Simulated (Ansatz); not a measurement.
Input and output for C2H8B2 (`BCCB`).

```yaml
crystal:
  periodic: [false, false, false]
  atoms:
    - {symbol: B, position_ang: [-0.315393, 1.550618, -0.431109]}
    - {symbol: C, position_ang: [-0.665180, -0.119593, 0.017603]}
    - {symbol: C, position_ang: [0.606899, -0.095387, 0.580367]}
    - {symbol: B, position_ang: [0.578835, -1.298848, 0.059724]}
    - {symbol: H, position_ang: [0.049706, 1.392101, -1.475065]}
    - {symbol: H, position_ang: [-0.691644, 2.284943, 0.166839]}
    - {symbol: H, position_ang: [-0.915592, -0.781488, -0.817496]}
    - {symbol: H, position_ang: [-1.463985, -0.075507, 0.715635]}
    - {symbol: H, position_ang: [0.503651, 0.016954, 1.862434]}
    - {symbol: H, position_ang: [1.431455, 0.758496, 0.168064]}
    - {symbol: H, position_ang: [1.036038, -1.346761, -1.184279]}
    - {symbol: H, position_ang: [0.191516, -2.264602, 0.602428]}
basis:
  gaussian: {orbitals: def2-TZVPP}
hamiltonian: {xc: {name: SVWN5}}
```

```sh
$ ansatz run in.yaml --threads 2 --pin off --events-out ev --progress --plain --max-ram 4352MiB
```

Output, abridged:

```
Functional definition: SVWN5
1170 factors; their error is unknown
mean field evaluation 1: about -3497.3274 eV, gradient 8.9e1 eV
mean field evaluation 2: about -3420.8031 eV, gradient 1.7e2 eV
mean field evaluation 4: about -3515.1456 eV, gradient 2.3e1 eV
mean field evaluation 8: about -3516.7823 eV, gradient 1.4e-1 eV
mean field evaluation 16: about -3516.7636 eV, gradient 1.7e-4 eV
mean field -3516.76360533 eV, -129.2386787481 hartree, gradient 3.5e-5 eV, S^2 0.000000; 0 other end points of the search recorded, 0 dependent functions left out
reference -3516.76365112 eV, -129.2386804306 hartree; 15, 15 occupied and 221, 221 virtual orbitals, 1170 factors
Total energy: -3516.76365112 eV, -129.2386804306 hartree
```

Run time 1.9 s (2 threads of an Arm Neoverse V1 on a shared host); peak host memory 0.25 GiB.
